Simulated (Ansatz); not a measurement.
Reaction (isomerisation): `[OH][Ge]1([F])[CH2][S]1` → `[F][GeH]1[O]C[S]1`

Gas-phase electronic energies from Ansatz, PBE0-D4/def2-TZVP geometries. CCSD(T)/CBS adds triple-zeta CCSD(T) − MP2 to the extrapolated MP2 energy (def2 sets, frozen cores). DFT in def2-TZVPP. For Ge outer-core shells are correlated without core-valence functions, which leaves a few kJ/mol of doubt a bond. Scalar relativity is left out up to krypton. One conformer a species, not always the lowest.

CCSD(T)/CBS gives -3.8 kJ/mol.

Task: Another level gave +0.1 kJ/mol. Which?
A. MP2/def2-TZVPP
B. ωB97M-V/def2-TZVPP
C. r2SCAN/def2-TZVPP
D. ωB97X-V/def2-TZVPP

Result: A. MP2/def2-TZVPP 0.1, r2SCAN -7.4, ωB97X-V -17.1, ωB97M-V -11.9 kJ/mol.

Largest T1 diagnostic among the species: 0.013.

In def2-TZVPP, CCSD(T) changes the Hartree–Fock value by +14.8 kJ/mol (the triples alone add +1.8 kJ/mol) and MP2 by +21.0 kJ/mol.
